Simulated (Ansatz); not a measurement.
Ansatz (an electronic-structure program) input (B3LYP-D3(BJ)/def2-TZVP):

Ansatz 0.2 input:
```yaml
crystal:
  periodic: [false, false, false]
  atoms:
    - {symbol: In, position_ang: [-0.00248370, -0.00794742, -0.01715753]}
    - {symbol: F, position_ang: [-0.22498980, 1.52405179, -1.32797698]}
    - {symbol: F, position_ang: [0.21649655, -1.53979910, 1.29384377]}
basis:
  gaussian:
    orbitals: def2-TZVP
hamiltonian:
  xc: b3lyp
  dispersion: d3bj
total_charge: 1
relax: {f_tol: 0.002, max_steps: 150}
```

End of the output:

```
the calculation of the forces begins
reference -10603.77985099 eV, -389.6817220237 hartree; 19, 19 occupied and 93, 93 virtual orbitals, 777 factors
relax step   4: F+E_penalty+E_count = -10603.83207901 eV  Δ(F+E_penalty+E_count) = -1.048e-5 eV  max|allowed force component| = 5.399e-4 eV/Å  Δτ_max = 0.0006 Å  (35 SCF iters, accepted)
integrals: 0.03 GiB planned
777 factors; their error is unknown
mean field: 0.31 GiB planned
mean field evaluation 64: about -10603.7796 eV, gradient 9.9e-5 eV
mean field -10603.77964546 eV, -389.6817144705 hartree, gradient 1.2e-5 eV, S^2 0.000000; 1 other end points of the search recorded, 0 dependent functions left out
the calculation of the forces begins
reference -10603.77985099 eV, -389.6817220237 hartree; 19, 19 occupied and 93, 93 virtual orbitals, 777 factors
Total energy: -10603.83228455 eV, -389.6836489214 hartree
Atom 0 at    -0.003490    -0.007891    -0.017118 Å, force    -0.000540    -0.000057     0.000097 eV/Å
Atom 1 at    -0.205648     1.393283    -1.216118 Å, force     0.000270     0.000026    -0.000046 eV/Å
Atom 2 at     0.198160    -1.409087     1.181946 Å, force     0.000270     0.000031    -0.000050 eV/Å
Dipole moment:     0.000240     0.000010    -0.000030 e Å
```
